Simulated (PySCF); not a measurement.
# Predicted spectroscopic data

Level of theory: NMR shieldings at PBE0/pcSseg-1/GIAO, coordinates at the GFN2-xTB level, in PySCF 2.14 (averaged over atoms made equivalent by symmetry, fast rotation or ring inversion, non-relativistic Hamiltonian, no solvent, one computed conformer).

References, each an isolated molecule treated in the same way: $^{1}$H (σref 31.72) and $^{13}$C (σref 186.93) vs TMS. Splittings of carbon signals by F and P are missing where no couplings were computed. Where no couplings were computed, multiplicities follow the n + 1 count of equivalent neighbours, and m marks all less simple cases (inequivalent or close neighbours, rings, F or P nearby). Acid and N–H amide carbonyl carbons lie up to 10 ppm further downfield in solution (hydrogen bonding). Shifts are as computed. Against solution values, carbons near 30 ppm lie about +3 ppm off and those near 130 ppm about +5 ppm. Of 1211 compounds with measured shifts, 218 miss one by over three times the rms of a fit or turn the order of signals round; such compounds aren't used in these exercises. Groups on amide-type nitrogens are kept apart (slow C–N rotation). OH and NH positions are gas-phase values without hydrogen bonding to other molecules.

**1.** SMILES CO/C(F)=C/CC(F)(F)F, C5H6F4O. $^{1}$H NMR (500 MHz, computed): δ 4.08 (m, 1H), 3.93 (s, 3H), 2.86 (m, 2H). $^{13}$C{$^{1}$H} NMR (computed): δ 170.8, 135.1, 72.8, 55.0, 34.6.

**2.** `InChI=1S/C5H11NO2Si/c1-8-3-2(4(3)9)5(6)7/h2-4H,1,9H3,(H2,6,7)/t2-,3-,4-/m0/s1`. $^{1}$H NMR (500 MHz, computed): δ 5.09 (br, 1H), 4.76 (br, 1H), 4.15 (d, 3H), 3.54 (s, 3H), 2.92 (m, 1H), 1.29 (m, 1H), 1.00 (m, 1H). $^{13}$C{$^{1}$H} NMR (computed): δ 177.5, 73.7, 61.0, 25.7, 12.5.
